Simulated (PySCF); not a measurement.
Simulated outer-valence photoelectron spectrum of `[F][GeH2][NH][SiH3]`. Theory: EOM-IP-CCSD/aug-cc-pVDZ in PySCF, restricted Hartree–Fock reference, 16 core orbitals frozen, non-relativistic, gas phase, PBE0-D3(BJ)/def2-SVP geometry.

Each root has a Gaussian of 0.3 eV full width with its one-hole share as area; cross sections and vibrations are left out, and the highest printed point is 100.

(ionisation energy (eV), intensity): (9.6, 1), (9.7, 5), (9.8, 22), (9.9, 51), (10.0, 64), (10.1, 43), (10.2, 16), (10.3, 3), (10.4, 0), (10.5, 0), (10.6, 0), (10.7, 0), (10.8, 0), (10.9, 0), (11.0, 0), (11.1, 0), (11.2, 0), (11.3, 0), (11.4, 0), (11.5, 0), (11.6, 0), (11.7, 0), (11.8, 2), (11.9, 13), (12.0, 39), (12.1, 63), (12.2, 61), (12.3, 49), (12.4, 60), (12.5, 71), (12.6, 69), (12.7, 78), (12.8, 97), (12.9, 98), (13.0, 73), (13.1, 36), (13.2, 10), (13.3, 2), (13.4, 0), (13.5, 0), (13.6, 0), (13.7, 0), (13.8, 0), (13.9, 4), (14.0, 19), (14.1, 47), (14.2, 64), (14.3, 47), (14.4, 23), (14.5, 24), (14.6, 55), (14.7, 89), (14.8, 100), (14.9, 80), (15.0, 42), (15.1, 13), (15.2, 2), (15.3, 0)

**Question.** Where are the maxima, and how many lines lie under the curve?

**Answer.** 6 maxima, at 10.0, 12.1, 12.5, 12.9, 14.2 and 14.8 eV, from 8 lines. At this width some lines have no maximum of their own.

**Question.** List the lines with their holes.

**Answer.** 
| E (eV) | leading hole (HF orbital) | area | Koopmans (eV) |
| --- | --- | --- | --- |
| 9.99 | HOMO | 0.94 | 11.21 |
| 12.13 | HOMO-1 | 0.95 | 12.89 |
| 12.48 | HOMO-2 | 0.95 | 13.29 |
| 12.77 | HOMO-3 | 0.94 | 13.67 |
| 12.95 | HOMO-4 | 0.94 | 14.10 |
| 14.20 | HOMO-5 | 0.94 | 15.88 |
| 14.70 | HOMO-7 | 0.94 | 16.95 |
| 14.87 | HOMO-6 | 0.94 | 16.88 |

The widest gap, 2.14 eV, lies between 9.99 and 12.13 eV. Only orbitals with −ε under 21 eV, eight at most, were ionised, so the high end of the curve may lack lines.

Time: 7.2 min of wall time; peak memory 2.9 GiB. Hardware: one thread, Arm Neoverse V1 (aarch64), shared host with 32 logical CPUs at a one-minute load of 8.3.

Shape of the structure used: `[F:1][GeH2:2][NH:3][SiH3:4]`: F1–Ge2–N3–Si4 -85°.

One conformer stands for the species.
